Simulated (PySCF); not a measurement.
Te(NH2)(OSiH3) (H₅NOSiTe), SMILES N[Te]O[SiH3].

Coordinates come from a PBE0-D3(BJ)/def2-SVP optimisation. This is a generated structure with no PubChem entry under its InChIKey; it may be hypothetical. The def2 effective core potentials stand for the cores of Te; spin–orbit coupling is left out. Other conformers were not sampled.

Two levels are set side by side: TDDFT-PBE/def2-SVPD (PySCF) and TDDFT-CAM-B3LYP/def2-SVPD (PySCF). Vertical, same geometry. The lowest singlet is HOMO→LUMO 99 % with PBE and HOMO→LUMO 96 % with the other functional; states are paired by order. Differences are taken from unrounded values.

```
quantity                               TDDFT-CAM-B3LYP  TDDFT-PBE  TDDFT-PBE minus TDDFT-CAM-B3LYP
-------------------------------------  ---------------  ---------  -------------------------------
lowest singlet excitation (eV)                    3.22       3.04                            -0.18
lowest triplet excitation (TDA) (eV)              2.51       2.39                            -0.12
first bright state (f over 0.05) (eV)             5.64       5.46                            -0.18
its oscillator strength                           0.09       0.07                            -0.02
```

Functionals without exact exchange tend to place singlet excitations lower, as here. Differences between two approximate levels are no errors against the true value.

Rough cost on one machine, each run with all the roots and properties that it gave: TDDFT-CAM-B3LYP against TDDFT-PBE about 7 times.
